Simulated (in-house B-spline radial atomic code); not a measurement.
Eu²⁺. Computed with a B-spline radial atomic code. Model: non-relativistic spherical atom: semilocal Troullier-Martins pseudo-atom, one channel per l, against all electrons, high spin, G0W0 and RPA with empty states to l = 8, local potential for every l without a channel, a model core (radius 0 = none) keeps its share of the functional.

Without relativity these are model numbers for so heavy an element.

What the tables leave out is listed at the end.

The pseudopotential gives back the lowest level of each angular momentum of its own functional in the configuration it was made in; a second state of the same l is only approximately right. Exact exchange, RPA and GW see the smooth pseudo-orbitals and miss the exchange with the core, for which the functional's share stands in. The column with an uncorrelated core keeps all orbitals and exact exchange, and so separates missing core correlation from pseudisation. Only the three outermost levels and the lowest empty one were computed. RPA here is direct RPA, with no exchange kernel, and its energies carry an (l + 1/2)⁻⁴ tail. A hybrid on a potential with a model core restores only its own semilocal share of the core's exchange.

Command:
```bash
python run_psgw.py task.json out
```
Settings (lengths in bohr, energies in hartree):
```
Z                      63
electrons              61
configuration          [Xe] 4f7
generated_in           [Xe] 4f7
functional             pbe,pbe
core_shells            10
radius_factor          0.9
core_correction        False
```

Time taken, with all properties: 21 s on 1 thread of Intel(R) Xeon(R) 6975P-C (Granite Rapids), on a shared host.

Given: made with PBE; model core radius 0 bohr; local radius 1.555 bohr; mean-field start PBE.

Valence shells of the generating configuration: 5p, 4f.

Channel: s 3.047, p 1.292, d 1.776, f 1.784 (radii in bohr).

Computed: largest level miss in the spin-unpolarised generating configuration 0 eV; valence RPA correlation energy all-electron orbitals -0.74848 hartree; valence RPA correlation energy pseudo -1.1286 hartree; pseudo-atom RPA polarisability 7.5852 bohr³.

```
  level  occupied  mean-field all-electron (eV)  mean-field pseudo minus all (eV)  G0W0 all-electron (eV)  G0W0 uncorrelated core minus all (eV)  G0W0 pseudo minus all (eV)  exchange self-energy all-electron (eV)  exchange self-energy pseudo (eV)
  4f up         1                       -20.841                            -1.929                   -28.7                                  0.174                       4.148                                 -62.236                           -35.001
5p down         1                       -34.778                             0.843                 -40.957                                 -0.501                       1.707                                  -25.93                            -17.38
```

Question: What is the all-electron RPA polarisability, core included?

Answer: 7.6297 bohr³.

Given: mean-field start PBE0.

Computed: valence RPA correlation energy pseudo -1.0915 hartree; all-electron RPA polarisability, core included 6.7884 bohr³; pseudo-atom RPA polarisability 7.2307 bohr³.

```csv
level,occupied,mean-field all-electron (eV),mean-field pseudo minus all (eV),G0W0 all-electron (eV),G0W0 uncorrelated core minus all (eV),G0W0 pseudo minus all (eV),exchange self-energy all-electron (eV),exchange self-energy pseudo (eV)
4f up,1,-23.773,-0.208,-29.115,0.113,3.913,-62.799,-34.785
5p down,1,-36.413,1.196,-40.975,-0.457,1.537,-25.796,-17.363
5d up (empty),0,-13.152,-0.314,-10.411,0.165,0.019,-7.6987,-6.4079
```

Question: What is the valence RPA correlation energy all-electron orbitals?

Answer: -0.69766 hartree.

Given: mean-field start Hartree-Fock.

Computed: valence RPA correlation energy all-electron orbitals -0.58468 hartree; valence RPA correlation energy pseudo -0.99096 hartree; pseudo-atom RPA polarisability 6.6322 bohr³.

```
  level  occupied  mean-field all-electron (eV)  mean-field pseudo minus all (eV)  G0W0 all-electron (eV)  G0W0 uncorrelated core minus all (eV)  G0W0 pseudo minus all (eV)  exchange self-energy all-electron (eV)  exchange self-energy pseudo (eV)
  4f up         1                       -32.046                             4.936                  -29.84                                  0.015                       2.735                                 -64.259                           -34.273
5p down         1                       -39.957                             2.585                 -40.959                                 -0.345                       1.077                                   -25.2                            -17.06
  5p up         1                       -42.958                             0.238                 -43.448                                 -0.491                      -0.938                                 -29.269                           -23.472
```

Question: What is the all-electron RPA polarisability, core included?

Answer: 5.4997 bohr³.

Among the listed levels the largest G0W0 shift of the pseudo-atom is +4.15 eV, for 4f up on the PBE start, while leaving the core uncorrelated moves that level by +0.17 eV. So pseudisation and the lost core exchange, not the missing core correlation, make the error. Not in the tables (levels of low weight, unsolved or above zero; the highest and the empty levels are kept at any weight): on PBE the G0W0 levels 5p up (pseudo minus all +1.01 eV, weights 0.74 and 0.67); on PBE0 the G0W0 levels 5p up (pseudo minus all -0.09 eV, weights 0.69 and 0.73).
